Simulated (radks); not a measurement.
All-electron atom: Nb4+ in [Kr] 4d1.

Calculated with a radial shooting solver on a logarithmic mesh with Libxc functionals: scalar-relativistic Kohn-Sham, SOGGA, spin-polarised, spherical densities, point nucleus; open shells are filled with parallel spins first (spin-orbit coupling, left out, can overturn this in heavy ions).

Energy parts (Ry):
| part | energy |
|---|---|
| total | -7628.38841 |
| kinetic | 7854.65576 |
| electron-nucleus | -18257.74261 |
| Hartree | 3004.46816 |
| exchange-correlation | -229.76971 |

Orbitals (lengths in bohr, moments of r in powers of bohr; <r^-3> diverges for s and p1/2):
1s down: occ. 1; eigenvalue (Ry) -1384.941; <r^2> 0.001759
1s up: occ. 1; eigenvalue (Ry) -1384.941; <r^2> 0.001759
2s up: occ. 1; eigenvalue (Ry) -196.7202; <r^2> 0.02947
2s down: occ. 1; eigenvalue (Ry) -196.7103; <r^2> 0.02947
2p up: occ. 3; eigenvalue (Ry) -176.0597; <r^-3> 2344; <r^2> 0.02320
2p down: occ. 3; eigenvalue (Ry) -176.0523; <r^-3> 2345; <r^2> 0.02320
3s up: occ. 1; eigenvalue (Ry) -35.66521; <r^2> 0.2253
3s down: occ. 1; eigenvalue (Ry) -35.65945; <r^2> 0.2253
3p up: occ. 3; eigenvalue (Ry) -28.91296; <r^-3> 384.2; <r^2> 0.2315
3p down: occ. 3; eigenvalue (Ry) -28.90652; <r^-3> 384.1; <r^2> 0.2315
3d up: occ. 5; eigenvalue (Ry) -17.87109; <r^-3> 50.58; <r^2> 0.2258
3d down: occ. 5; eigenvalue (Ry) -17.86143; <r^-3> 50.58; <r^2> 0.2256
4s up: occ. 1; eigenvalue (Ry) -7.61949; <r^2> 1.460
4s down: occ. 1; eigenvalue (Ry) -7.56047; <r^2> 1.453
4p up: occ. 3; eigenvalue (Ry) -5.81043; <r^-3> 56.45; <r^2> 1.783
4p down: occ. 3; eigenvalue (Ry) -5.74458; <r^-3> 56.98; <r^2> 1.775
4d up: occ. 1; eigenvalue (Ry) -3.21571; <r^-3> 4.813; <r^2> 2.980
4d down: occ. 0; eigenvalue (Ry) -3.14152; <r^-3> 4.849; <r^2> 2.980

The highest occupied level is 4d up at -43.752 eV. Summed over all electrons, <r^2> = 20.86 bohr^2, which gives a Langevin (diamagnetic) susceptibility term of -16.5 x 10^-6 cm^3/mol.
